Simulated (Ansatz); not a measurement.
Calculated with Ansatz (gas phase, PBE0-D4/def2-TZVP geometries, no zero-point term in ΔE). CCSD(T)/CBS adds triple-zeta CCSD(T) − MP2 to the extrapolated MP2 energy (def2 sets, frozen cores). This one scheme is used for every species. Functionals use def2-TZVPP. One conformer a species, not always the lowest.

`N=C([SiH3])S` + `OC(O)O` → `OC(O)O[SiH3]` + `N=CS`  (ligand exchange at the Si–C bond)

```json
{"level": "PBE0-D4", "ΔE (eV)": "-0.90"}
{"level": "B2PLYP", "ΔE (eV)": "-1.01"}
```

**Question.** What does CCSD(T)/CBS give? (Best estimate.)

**Answer.** The calculation gave: -0.96 eV. The listed levels differ from it by 0.06, -0.05 eV.

Largest T1 diagnostic among the species: 0.014.

From PBE to PBE0 (25 % exact exchange), in def2-TZVPP and without D4, ΔE moves by −0.07 eV. In def2-TZVPP, CCSD(T) changes the Hartree–Fock value by +0.21 eV (the triples alone add +0.04 eV) and MP2 by +0.18 eV.
